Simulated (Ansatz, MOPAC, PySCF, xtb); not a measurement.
Noncovalent pair: NH3 (SMILES N) (first 4 atoms) with CH3Cl (SMILES CCl); geometry from B3LYP-D3(BJ)/def2-TZVP, rigid monomers moved along the line of their centres of mass till N1···H7 is 2.78 Å.
(charge 0, multiplicity 1):
```
atom    x (Å)    y (Å)    z (Å)
----  -------  -------  -------
N      0.2794   0.0828   0.0081
H      0.4386   0.8648  -0.6166
H      0.1386  -0.7398  -0.5668
H     -0.5888   0.2603   0.5029
C      0.5234   0.1414   3.7272
Cl    -1.2446   0.4664   3.5914
H      0.9124   0.0426   2.7175
H      0.9762   0.9793   4.2484
H      0.6500  -0.7758   4.2943
```

Counterpoise-corrected where a basis set is named; no monomer relaxation. Rows marked so take none.

Rows in 3-21G carry no dispersion term and start afresh at each structure. The state that AM1 reach isn't checked.

Run with Ansatz (an electronic-structure program) with Gaussian orbitals; MOPAC for AM1 (differences of heats of formation); PySCF for 3-21G rows, the dispersion terms; xtb for the GFN methods. Values without a source in brackets are computed.

Question: One of these levels gives -1.52 kcal/mol for the interaction energy. Which one is it?
A) B3LYP/3-21G (no counterpoise)
B) AM1
C) r2SCAN-D3(BJ)/def2-TZVPPD
D) GFN-FF

Answer: D, GFN-FF. The others give -1.15 (AM1), -2.81 (r2SCAN-D3(BJ)/def2-TZVPPD), -5.60 (B3LYP/3-21G (no counterpoise))
